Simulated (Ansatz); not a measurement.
`N[Si](F)(F)[SiH3]` + `BN` → `BN[SiH3]` + `N[SiH](F)F` at 600 K and 1 bar (cleavage of the Si–Si bond).

Computed with Ansatz on PBE0-D4/def2-TZVP structures; ΔE is electronic, products minus reactants. CCSD(T)/CBS is the MP2 limit (def2-TZVPP, def2-QZVPP) plus CCSD(T) − MP2 in def2-TZVPP, frozen cores. This one scheme is used for every species. One conformer a species, not always the lowest.

| species | CCSD(T)/CBS energy (Eh) | H − E (kJ/mol) | S (J/(mol·K)) |
| --- | --- | --- | --- |
| `N[Si](F)(F)[SiH3]` | -835.62453 | 219.2 | 469.9 |
| `BN` | -81.93499 | 155.9 | 270.2 |
| `BN[SiH3]` | -372.22946 | 214.2 | 364.4 |
| `N[SiH](F)F` | -545.34917 | 153.9 | 375.0 |

H − E and S are ideal-gas, rigid-rotor, harmonic terms from PBE0-D4/def2-TZVP, for one conformer and one mirror image of each species. 1 Eh = 2625.50 kJ/mol, R = 8.31446 J/(mol·K).

Problem. By hand: ΔE, ΔH, ΔS and ΔG.

Solution. ΔE = (-372.22946) + (-545.34917) − (-835.62453) − (-81.93499) = -0.01911 Eh = -50.2 kJ/mol. Δ(H − E) = 214.2 + 153.9 − 219.2 − 155.9 = -7.0, so ΔH = -57.2 kJ/mol. ΔS = 364.4 + 375.0 − 469.9 − 270.2 = -0.7 J/(mol·K). ΔG = -57.2 − 600 × (-0.7)/1000 = -56.8 kJ/mol.

Problem. By hand: the equilibrium constant, and the temperature at which ΔG would vanish if ΔH and ΔS stayed fixed.

Solution. log₁₀ K = −ΔG/(RT ln 10) = 4.9. ΔG = 0 at ΔH/ΔS = 81714 K, far beyond where these terms or the molecules hold.

The number of gas molecules stays the same, so ΔS is small and ΔH decides. A doubt of 5 kJ/mol in ΔE shifts log₁₀ K by 0.4 here. Other conformers and mirror images would add mixing entropy, several J/(mol·K) or more a flexible species. These are equilibria of isolated gas molecules and say nothing of rates. Largest T1 diagnostic: 0.012 (customary marks: 0.02 for closed shells, 0.045 for open ones).
